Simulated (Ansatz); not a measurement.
A run for Ansatz (a first-principles code): R-r2SCAN/def2-TZVPP on Cl2 (SMILES ClCl).

Ansatz 0.2 input:
```yaml
crystal:
  periodic: [false, false, false]
  atoms:
    - {symbol: Cl, position_ang: [0.91794597, 0.31889487, -0.26318312]}
    - {symbol: Cl, position_ang: [-0.91794597, -0.31889487, 0.26318312]}
basis:
  gaussian:
    orbitals: def2-TZVPP
hamiltonian:
  xc: {name: r2SCAN}
scf: {lower_state_search: off}
```

Program output:

```
WARN ansatz: RAYON_NUM_THREADS=1 ignored (pool sized by the plan → 1); use --threads N
Functional definition: r2SCAN
these checks for a lower state are left out or cut short: stability, starts, cluster_reference, orbital_swaps, neighbouring_geometries, increment
integrals: 0.02 GiB planned
588 factors; their error is unknown
mean field: 0.17 GiB planned
mean field evaluation 1: about -25043.3352 eV, gradient 7.7e0 eV
mean field evaluation 2: about -25043.4029 eV, gradient 3.6e0 eV
mean field evaluation 4: about -25043.4202 eV, gradient 3.8e-1 eV
mean field evaluation 8: about -25043.4038 eV, gradient 1.1e-3 eV
mean field -25043.40380525 eV, -920.3281148142 hartree, gradient 5.4e-7 eV, S^2 0.000000; 0 other end points of the search recorded, 0 dependent functions left out
reference -25043.40381123 eV, -920.3281150340 hartree; 17, 17 occupied and 67, 67 virtual orbitals, 588 factors
Total energy: -25043.40381123 eV, -920.3281150340 hartree
Checks for a lower state left out: stability, starts, cluster_reference, orbital_swaps, neighbouring_geometries, increment
```

The calculation finished and met its thresholds.

Cost: roughly 0.4 core-seconds.
